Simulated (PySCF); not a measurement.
Consider `C#CCN[SiH3]` (C3H7NSi). Numbering: `[CH:1]#[C:2][CH2:3][NH:4][SiH3:5]`

Computed at M06-2X/def2-TZVP // PBE0-D3(BJ)/def2-SVP with PySCF (density fitting, grid level 3). Thermal corrections: GFN2-xTB frequencies, unscaled, ideal gas at 298.15 K and 1 bar, quasi-RRHO entropy. These were taken at the GFN2-xTB minima.

**Question.** Rank these bonds by dissociation enthalpy, weakest first.
A. N4–Si5
B. N4–H
C. Si5–H
D. C3–H

**Answer.** D (327 kJ/mol), C (371 kJ/mol), A (406 kJ/mol), B (433 kJ/mol).

Not ranked, since the method can't order them against a listed neighbour: C3–N4 (330 kJ/mol).

**Question.** For N4–H, what are ΔE (electronic) and ΔG(298 K) of the homolysis?

**Answer.** ΔE = 465 and ΔG = 396 kJ/mol, beside ΔH = 433 kJ/mol. The radicals are `C#CC[N][SiH3]` and H•.

Note: the order of C3–H and C3–N4 is undecided: the gaps lie inside the method's error (some 10 kJ/mol, one structure a species); radicals beside a multiple bond are drawn in one resonance form, and their spin spreads.
